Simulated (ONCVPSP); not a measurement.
PW91 ONCV dataset for Hf, scalar-relativistic all-electron reference.

ONCVPSP 4.0.1 input, shortened (lines: element, Z, core and valence counts, functional; n l f; lmax; l rc ep ncon nbas qcut; lloc lpopt rc5 dvloc0; l nproj debl; icmod fcfact rcfact), PW91, scalar-relativistic:

```
  Hf 72.00   12    3  -109134      upf
    1    0    2.00
    2    0    2.00
    2    1    6.00
    3    0    2.00
    3    1    6.00
    3    2   10.00
    4    0    2.00
    4    1    6.00
    4    2   10.00
    4    3   14.00
    5    0    2.00
    5    1    6.00
    5    2    2.00
    6    0    1.75
    6    1    0.25
    2
    0    2.85    0.00    4    8    1.80
    1    1.35    0.00    4    8    6.40
    2    1.90    0.00    5    9    4.80
    4    1    0.85    0.00
    0    2    1.90
    1    2    3.40
    2    1    3.80
    0    0.00    0.00
```

All-electron outer shells of the reference configuration (PW91, scalar-relativistic, ld1.x):

```tsv
shell	level (eV)	outermost node (bohr)	outermost maximum (bohr)
5p	-36.00	0.60	1.16
4f	-17.27	–	0.45
6s	-5.40	1.37	2.89
5d	-3.06	0.67	1.69
6p	-1.61	1.66	4.00
```

(1) Does this generation succeed?

## Answers

(1) No. ONCVPSP 4.0.1 stopped with "oncvpsp: lschvkbb ERROR 2 1 100": the bound-state solver with the separable projectors failed. The 6p radius of 1.35 bohr lies inside the outermost node of the all-electron wave at 1.66 bohr.
